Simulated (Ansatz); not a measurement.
Input file for Ansatz (an electronic-structure program): R-B3LYP-D3(BJ)/def2-TZVP on C2H6Zn (SMILES C[CH2][ZnH]).

Ansatz 0.2 input:
```yaml
crystal:
  periodic: [false, false, false]
  atoms:
    - {symbol: Zn, position_ang: [-0.22707540, 0.30247491, 1.89151724]}
    - {symbol: H, position_ang: [-0.51891184, 1.05440658, 3.19756707]}
    - {symbol: C, position_ang: [0.08940287, -0.61559570, 0.11665587]}
    - {symbol: C, position_ang: [0.05529050, 0.30259684, -1.08356226]}
    - {symbol: H, position_ang: [-0.66309172, -1.43350936, -0.04228504]}
    - {symbol: H, position_ang: [1.05750606, -1.19768429, 0.10874768]}
    - {symbol: H, position_ang: [0.82207555, 1.01220925, -1.07403470]}
    - {symbol: H, position_ang: [-0.88880182, 0.79035107, -1.17387471]}
    - {symbol: H, position_ang: [0.22103502, -0.28213862, -2.06013519]}
basis:
  gaussian:
    orbitals: def2-TZVP
hamiltonian:
  xc: b3lyp
  dispersion: d3bj
relax: {f_tol: 0.003, max_steps: 120}
```

**Question.** What total energy does the run end on?

**Answer.** -1859.2906 hartree.

**Question.** How many basis functions does it have, and what does it roughly cost on one machine?

**Answer.** 146 functions; very roughly 50 core-seconds.
